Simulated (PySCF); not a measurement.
# Excitation energy of Sn(2+) by level of theory

Sn(2+) [Kr] 4d10 5s2 (1S) → Sn(2+) [Kr] 4d10 5s1 5d1 (3D), as a difference of total energies. Computed with PySCF 2.14 in aug-cc-pVTZ-DK3 (8s7p5d2f, 68 functions), with the spin-free X2C one-electron Hamiltonian (Gaussian nucleus). Correlated levels: valence: [Kr] 4d10 frozen. The calculations carry no spin-orbit coupling.

| method | excitation energy (eV) |
| --- | --- |
| UHF | 16.055 |
| LDA | 17.470 |
| PBE | 16.968 |
| PBE0 | 16.879 |
| r2SCAN | 16.852 |
| wB97X-V | 17.268 |
| BP86 | 17.030 |
| wB97M-V | 17.269 |
| r2SCANh | 16.862 |
| MP2 (valence) | 16.589 |
| SCS-MP2 (valence) | 16.813 |

Q: How much does correlation contribute at MP2 (valence)?

A: 16.589 − (16.055) = 0.534 eV, measured against UHF.

A first-order spin-orbit estimate (lowest level to lowest level, LS coupling) adds -0.029 eV.

The promoted electron is Rydberg-like, and one or two diffuse shells describe it only roughly, which tends to raise the upper state.
